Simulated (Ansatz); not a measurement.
AsH2Et (C2H7As) was relaxed with PBE0-D4 (def2-SVP) in Ansatz in these states: charge +1 doublet, neutral singlet. The geometries follow in no particular order.

A:

Cartesian coordinates in Å:
```
As -0.1493 -1.7350 -0.3039
H -1.6478 -1.5191 -0.0989
H -0.3315 -1.9622 -1.8026
C 0.2939 0.1938 -0.4472
C 0.2370 0.8868 0.9047
H -0.3787 0.6756 -1.1713
H 1.3118 0.2416 -0.8667
H 0.5308 1.9453 0.8210
H -0.7786 0.8615 1.3311
H 0.9124 0.4117 1.6337
```

B:

| atom | x (Å) | y (Å) | z (Å) |
| --- | --- | --- | --- |
| As1 | 0.651 | 0.141 | -1.534 |
| H2 | -0.549 | -0.300 | -2.329 |
| H3 | 1.239 | 1.344 | -2.221 |
| C4 | 0.254 | 0.438 | 0.339 |
| C5 | -0.475 | -0.708 | 1.010 |
| H6 | -0.345 | 1.371 | 0.296 |
| H7 | 1.219 | 0.684 | 0.810 |
| H8 | -0.706 | -0.404 | 2.043 |
| H9 | -1.428 | -0.949 | 0.518 |
| H10 | 0.141 | -1.617 | 1.066 |

Q: Judge from the bond lengths which geometry belongs to which state (an estimate).

A: A is the neutral singlet (As1–C4 1.984 Å, As1–H2 1.528 Å, As1–H3 1.527 Å); B is the charge +1 doublet (As1–C4 1.937 Å, As1–H2 1.505 Å, As1–H3 1.505 Å).
